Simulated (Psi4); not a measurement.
Input for Psi4:
```
memory 2 GB

molecule mol {
0 1
Si   -1.461829    0.812493   -0.340568
N    -0.141770   -0.145454    0.192460
C    -0.191480   -0.893348    1.422900
C     0.914369   -0.562577   -0.701388
C     2.282529   -0.021141   -0.286045
H    -2.547369    0.058891   -0.996142
H    -0.908118    1.768967   -1.298771
H    -1.994969    1.466477    0.854456
H     0.755979   -0.818299    1.962473
H    -0.394687   -1.956147    1.237934
H    -0.979745   -0.499636    2.058965
H     0.952489   -1.660286   -0.745769
H     0.683274   -0.198458   -1.703832
H     2.589877   -0.424725    0.675152
H     3.029910   -0.293451   -1.027172
H     2.238846    1.062344   -0.209359
}

set {
  basis def2-svpd
  reference rks
}

energy('pbe')
print_variables()
```

Predict the dipole moment from PBE/def2-SVPD in Psi4.

0.86 D

Estimate the total energy that PBE/def2-SVPD returns for this input.

-464.5719 Eh

Estimate the number of basis functions that PBE/def2-SVPD returns for this input.

192

What is the computed nuclear repulsion energy (PBE/def2-SVPD)?

248.0914 Eh

Roughly what does it cost on one core?

around 60 core-seconds (rough).
